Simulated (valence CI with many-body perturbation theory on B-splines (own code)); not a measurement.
**Which ion has this spectrum?**

A relativistic CI+MBPT calculation for an atom or ion with 42 electrons gives these levels (eV):

```tsv
J	Parity	E	g
4	even	0.000	1.28
2	even	2.633	1.30
0	even	8.555	
3	even	14.210	1.38
4	even	15.313	1.17
1	even	15.951	1.32
5	even	18.343	1.13
6	even	18.598	1.11
2	even	20.472	0.96
3	even	21.013	1.05
0	even	24.323	
1	even	25.447	1.14
2	even	25.459	1.13
4	even	25.813	1.04
```

The energies are calculated, and their last digits are not significant.

(1) Which is it?
A. Re33+
B. Ir35+
C. Ta31+
D. W32+

## Answers

(1) D. W32+, ground level (4d3/2^4 4d5/2^2) J=4.
